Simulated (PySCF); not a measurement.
Cd²⁺: excitation energy

Cd²⁺ [Kr] 4d10 (1S) → Cd²⁺ [Kr] 4d9 5p1 (high-spin determinant), as a difference of total energies. All numbers are calculated (PySCF 2.14, a scalar-relativistic core potential, in aug-cc-pVDZ-PP with ECP28MDF (5s5p4d2f, 54 functions)). Correlated levels: valence: 4s2 4p6 frozen. The calculations carry no spin-orbit coupling.

```csv
method,excitation energy (eV)
UHF,16.323
MP2 (valence),17.418
SCS-MP2 (valence),17.385
CCSD (valence),17.189
CCSD(T) (valence),17.199
```

How much does correlation contribute at CCSD(T) (valence)?

17.199 − (16.323) = 0.876 eV, measured against UHF.

The determinant of the upper state mixes LS terms, which raises its energy above the lowest term, most at the Hartree-Fock and MP2 levels.
